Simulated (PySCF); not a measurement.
Excitation energy of Be by level of theory

Be [He] 2s2 (1S) → Be [He] 2p2 (3P), as a difference of total energies. All numbers are calculated (PySCF 2.14, the spin-free X2C one-electron Hamiltonian (Gaussian nucleus), in x2c-QZVPPall (7s4p2d1f, 36 functions)). Correlated levels: valence and next inner shell: nothing frozen. The calculations carry no spin-orbit coupling.

| method | excitation energy (eV) |
| --- | --- |
| UHF | 6.444 |
| CCSD (valence and next inner shell) | 7.387 |
| CCSD(T) (valence and next inner shell) | 7.397 |
| CCSDT (valence and next inner shell) | 7.397 |

Task: Estimate what MP2 (valence and next inner shell) gives.

Result: 7.029 eV, closest to CCSD (valence and next inner shell) among the rows shown.

Task: Estimate what SCS-MP2 (valence and next inner shell) gives.

Result: 7.304 eV, closest to CCSD (valence and next inner shell) among the rows shown.

Errors of the correlated levels include the incompleteness of this basis.

The basis was made for the ground configuration and has no added diffuse functions, so the excitation energy can come out too high.

For comparison: 7.401 eV (measured; NIST levels, between the centres of gravity of the two terms).
